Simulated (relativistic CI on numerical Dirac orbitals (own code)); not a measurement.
Hyperfine structure of Hg70+, mass number 199

Computed by Dirac-Coulomb-Breit CI, separate exchange-only KLI orbitals for each configuration, model QED, unscaled Slater integrals (own radial code, finite nucleus).

CI space (outside the closed core 1s2): 2s2.2p6, 2s2.2p5.3s, 2s2.2p5.3p, 2s2.2p5.3d, 2s.2p6.3s, 2s.2p6.3p, 2s.2p6.3d, 2s2.2p5.4s, 2s2.2p5.4p, 2s2.2p5.4d, 2s2.2p5.4f, 2s2.2p4.3s2, 2s2.2p4.3s.3p, 2s.2p6.4s, 2s2.2p4.3s.3d, 2s2.2p4.3p2. Levels of other configurations are missing.

Nuclear spin I = 1/2, μ = 0.5039 μN (tables of Stone and Pyykkö). The electronic factors are computed for point nuclear moments, without core polarisation or the Bohr-Weisskopf and QED corrections.

```
           Level   E (eV)  A (GHz)
2s2.2p5.3s 3P°_2   9740.3     3125
2s2.2p5.3s 1P°_1   9749.9    -1008
 2s2.2p5.3p 3D_2   9910.8     1577
 2s2.2p5.3p 3D_3  10459.1    681.4
 2s2.2p5.3p 1P_1  10459.8    686.9
 2s2.2p5.3p 3P_2  10473.9    681.5
2s2.2p5.3d 3F°_3  10646.0    612.8
2s2.2p5.3d 3P°_1  10646.1    587.1
```

Levels with J = 0, under 50 % of one LS term, or S terms without an open s electron are left out. Small factors come from cancelling terms and can be off by tens of per cent or more.

At this charge energies of transitions that change n are usually good to better than 1 %, and those within a shell (Δn = 0) to a few per cent.

Problem. Give the hyperfine levels of 2s2.2p5.3s 3P°_2 relative to its centre of gravity.

Solution. With K = F(F + 1) − I(I + 1) − J(J + 1), E = AK/2: F = 3/2: -4687, F = 5/2: 3125 GHz.

LS names give the leading component of a level, which can be under half, so a name can repeat, a term be missing and a line seem to break the LS rules.
